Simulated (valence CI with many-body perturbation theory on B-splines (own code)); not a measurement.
# E1 line list for Ge I

Calculated by relativistic CI+MBPT: four valence electrons over a frozen Dirac-Fock core [Ar] 3d10, radial functions for each j: 11 s, 11 p, 9 d, 7 f, 5 g, 2 h, 1 i, with the one-electron correlation potential Σ1 (screened to all orders), the two-electron term Σ2, the three-electron term Σ3, Breit, model QED; selected single and double excitations, second order for the rest, scaled by the run's own slope (own B-spline code, finite nucleus).

Set against measurement, 31 paired levels are off by 127 cm⁻¹ on average, the worst by 262. These come from a selection out of the NIST Handbook of Basic Atomic Spectroscopic Data. Levels without a partner in it may be off by more. Among the levels kept, up to 650 cm⁻¹ of a level comes from second order outside the variational space, and about a tenth of that is noise between levels of different J, which matters for small intervals.

Lines 151 to 200 of 243 in falling wavelength, among levels below 58484 cm⁻¹, chosen from the strongest by gf and those to the six lowest levels. Wavelengths and rates use the calculated energies, so an error of 100 cm⁻¹ moves a line at 2599 Å by 0.26 % and its rate by three times that or more. Electric multipoles are in the length gauge, E1 and E2 with the static RPA response of the core. Weak lines are less certain than strong ones. Lines between different terms over intervals too small for the method are left out, as are lines whose strength nearly cancels. Where a level lies close to another of its J and parity, the split of strength between their lines is uncertain. The highest levels of a list are the least certain.

Names give the largest LS component (configuration and term), which can be under half, so a name can repeat, a term be missing and a line seem to break the LS rules; names also repeat where a configuration has a term twice. Letters in brackets count levels of one name in rising energy.

| λ vac (Å) | λ from measured levels | Upper | Lower | A (s⁻¹) | log gf | Branch % |
| --- | --- | --- | --- | --- | --- | --- |
| 2652 |  | 4s2 4p 6s 1P°_1 | 4s2 4p2 1S_0 | 1.46e+07 | -1.34 | 14.5 |
| 2599 | 2593 | 4s2 4p 5s 3P°_2 | 4s2 4p2 3P_1 | 5.72e+07 | -0.54 | 25.9 |
| 2596 | 2590 | 4s2 4p 5s 1P°_1 | 4s2 4p2 3P_2 | 3.25e+06 | -2.01 | 1.4 |
| 2565 |  | 4s2 4p 5d 3D°_1 | 4s2 4p2 1S_0 | 1.22e+07 | -1.44 | 36.7 |
| 2540 | 2534 | 4s2 4p 5s 1P°_1 | 4s2 4p2 3P_1 | 7.17e+06 | -1.68 | 3.0 |
| 2504 | 2499 | 4s2 4p 5s 1P°_1 | 4s2 4p2 3P_0 | 9.48e+06 | -1.57 | 4.0 |
| 2485 | 2468 | 4s 4p3 5S°_2 | 4s2 4p2 3P_2 | 7.10e+03 | -4.48 | 89.9 |
| 2455 |  | 4s2 4p 7s 3P°_1 | 4s2 4p2 1S_0 | 2.92e+05 | -3.10 | 1.3 |
| 2443 |  | 4s2 4p 5d 3P°_1 | 4s2 4p2 1S_0 | 1.00e+07 | -1.57 | 17.7 |
| 2433 | 2417 | 4s 4p3 5S°_2 | 4s2 4p2 3P_1 | 6.88e+02 | -5.51 | 8.7 |
| 2428 | 2418 | 4s2 4p 4d 1D°_2 | 4s2 4p2 1D_2 | 5.94e+07 | -0.58 | 76.0 |
| 2405 | 2395 | 4s2 4p 4d 3D°_2 | 4s2 4p2 1D_2 | 2.09e+05 | -3.04 | 0.1 |
| 2404 |  | 4s2 4p 5d 1P°_1 | 4s2 4p2 1S_0 | 2.00e+07 | -1.28 | 40.9 |
| 2401 | 2390 | 4s2 4p 4d 3D°_1 | 4s2 4p2 1D_2 | 1.60e+06 | -2.38 | 0.6 |
| 2390 | 2380 | 4s2 4p 4d 3D°_3 | 4s2 4p2 1D_2 | 5.92e+06 | -1.45 | 3.3 |
| 2338 | 2329 | 4s2 4p 4d 3F°_2 | 4s2 4p2 1D_2 | 1.31e+07 | -1.27 | 18.3 |
| 2324 | 2315 | 4s2 4p 4d 3F°_3 | 4s2 4p2 1D_2 | 1.04e+07 | -1.23 | 11.3 |
| 2264 | 2257 | 4s2 4p 4d 3P°_2 | 4s2 4p2 1D_2 | 8.82e+06 | -1.47 | 5.8 |
| 2250 | 2243 | 4s2 4p 4d 3P°_1 | 4s2 4p2 1D_2 | 3.07e+04 | -4.16 | 0.0 |
| 2227 |  | 4s2 4p 6s 3P°_1 | 4s2 4p2 1D_2 | 3.81e+06 | -2.07 | 4.2 |
| 2205 | 2199 | 4s2 4p 4d 1F°_3 | 4s2 4p2 1D_2 | 2.82e+08 | 0.16 | 99.1 |
| 2193 | 2187 | 4s2 4p 4d 1P°_1 | 4s2 4p2 1D_2 | 1.39e+07 | -1.52 | 12.5 |
| 2143 |  | 4s2 4p 6s 3P°_2 | 4s2 4p2 1D_2 | 3.80e+05 | -2.88 | 0.5 |
| 2134 | 2124 | 4s2 4p 4d 1D°_2 | 4s2 4p2 3P_2 | 2.55e+06 | -2.06 | 3.3 |
| 2132 |  | 4s2 4p 6s 1P°_1 | 4s2 4p2 1D_2 | 5.69e+07 | -0.93 | 56.7 |
| 2115 | 2106 | 4s2 4p 4d 3D°_2 | 4s2 4p2 3P_2 | 1.72e+07 | -1.24 | 9.9 |
| 2113 | 2103 | 4s2 4p 4d 3D°_1 | 4s2 4p2 3P_2 | 1.02e+06 | -2.69 | 0.4 |
| 2104 | 2095 | 4s2 4p 4d 3D°_3 | 4s2 4p2 3P_2 | 1.72e+08 | -0.10 | 96.5 |
| 2095 | 2087 | 4s2 4p 4d 1D°_2 | 4s2 4p2 3P_1 | 1.58e+07 | -1.28 | 20.2 |
| 2079 |  | 4s2 4p 5d 3D°_2 | 4s2 4p2 1D_2 | 1.32e+05 | -3.37 | 0.7 |
| 2078 | 2069 | 4s2 4p 4d 3D°_2 | 4s2 4p2 3P_1 | 1.57e+08 | -0.30 | 89.8 |
| 2076 |  | 4s2 4p 5d 3D°_1 | 4s2 4p2 1D_2 | 6.30e+06 | -1.91 | 19.0 |
| 2075 | 2066 | 4s2 4p 4d 3D°_1 | 4s2 4p2 3P_1 | 7.85e+07 | -0.82 | 31.8 |
| 2065 |  | 4s2 4p 5d 3F°_2 [a] | 4s2 4p2 1D_2 | 2.42e+06 | -2.11 | 15.7 |
| 2065 |  | 4s2 4p 5d 3D°_3 | 4s2 4p2 1D_2 | 2.58e+07 | -0.94 | 66.8 |
| 2064 | 2055 | 4s2 4p 4d 3F°_2 | 4s2 4p2 3P_2 | 1.24e+07 | -1.40 | 17.2 |
| 2053 | 2044 | 4s2 4p 4d 3F°_3 | 4s2 4p2 3P_2 | 8.04e+07 | -0.45 | 87.9 |
| 2051 | 2042 | 4s2 4p 4d 3D°_1 | 4s2 4p2 3P_0 | 1.64e+08 | -0.51 | 66.5 |
| 2028 | 2020 | 4s2 4p 4d 3F°_2 | 4s2 4p2 3P_1 | 4.57e+07 | -0.85 | 63.5 |
| 2018 |  | 4s2 4p 5d 3F°_3 | 4s2 4p2 1D_2 | 1.43e+07 | -1.21 | 52.3 |
| 2014 |  | 4s2 4p 5d 3F°_2 [b] | 4s2 4p2 1D_2 | 1.21e+06 | -2.43 | 5.7 |
| 2006 | 1999 | 4s2 4p 4d 3P°_2 | 4s2 4p2 3P_2 | 1.37e+08 | -0.38 | 90.8 |
| 2003 |  | 4s2 4p 7s 3P°_1 | 4s2 4p2 1D_2 | 3.84e+06 | -2.16 | 16.4 |
| 1995 | 1988 | 4s2 4p 4d 3P°_1 | 4s2 4p2 3P_2 | 5.66e+07 | -0.99 | 41.4 |
| 1995 |  | 4s2 4p 5d 3P°_1 | 4s2 4p2 1D_2 | 2.89e+06 | -2.29 | 5.1 |
| 1993 |  | 4s2 4p 5d 3P°_2 | 4s2 4p2 1D_2 | 4.50e+06 | -1.87 | 13.4 |
| 1977 |  | 4s2 4p 6s 3P°_1 | 4s2 4p2 3P_2 | 2.93e+07 | -1.29 | 32.5 |
| 1972 | 1965 | 4s2 4p 4d 3P°_2 | 4s2 4p2 3P_1 | 3.68e+06 | -1.97 | 2.4 |
| 1968 |  | 4s2 4p 5d 1P°_1 | 4s2 4p2 1D_2 | 6.17e+06 | -1.97 | 12.6 |
| 1966 |  | 4s2 4p 5d 1F°_3 | 4s2 4p2 1D_2 | 7.92e+07 | -0.49 | 88.4 |
